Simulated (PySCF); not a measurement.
Al(Br)3 cation (AlBr₃), SMILES [Br][Al]([Br])[Br] (connectivity only; charge and spin as stated), charge +1, multiplicity 2.

Coordinates come from a B3LYP-D3(BJ)/def2-SVP optimisation. The multiplicity is an assumed one; no other spin state was optimised. The isomer is the one that the SMILES or the coordinates give; other isomers of the formula were not compared.

The numbers are results of TDA-PBE/def2-SVPD (PySCF), not measurements.

Vertical excitations; the highest root listed may be one member of a degenerate set. Isolated molecule, no solvent.

```tsv
state	energy (eV)	λ (nm)	f	main pairs
root 1	0.40	3138	0.000	β HOMO−1→LUMO (degenerate set)
root 2	0.40	3138	0.000	β HOMO→LUMO (degenerate set)
root 3	0.94	1319	0.000	β HOMO−4→LUMO 100 %
root 4	1.62	765	0.059	β HOMO−2→LUMO, β HOMO−6→LUMO (degenerate set)
root 5	1.62	765	0.059	β HOMO−3→LUMO, β HOMO−5→LUMO (degenerate set)
root 6	2.36	525	0.093	β HOMO−6→LUMO, β HOMO−2→LUMO (degenerate set)
root 7	2.36	525	0.093	β HOMO−5→LUMO, β HOMO−3→LUMO (degenerate set)
root 8	3.93	316	0.000	β HOMO−7→LUMO 100 %
root 9	5.33	233	0.000	α HOMO→LUMO, α HOMO−1→LUMO, β HOMO−1→LUMO+1 (degenerate set)
root 10	5.33	233	0.000	α HOMO−1→LUMO, α HOMO→LUMO, β HOMO→LUMO+1 (degenerate set)
```
Unrestricted roots are not spin-pure.
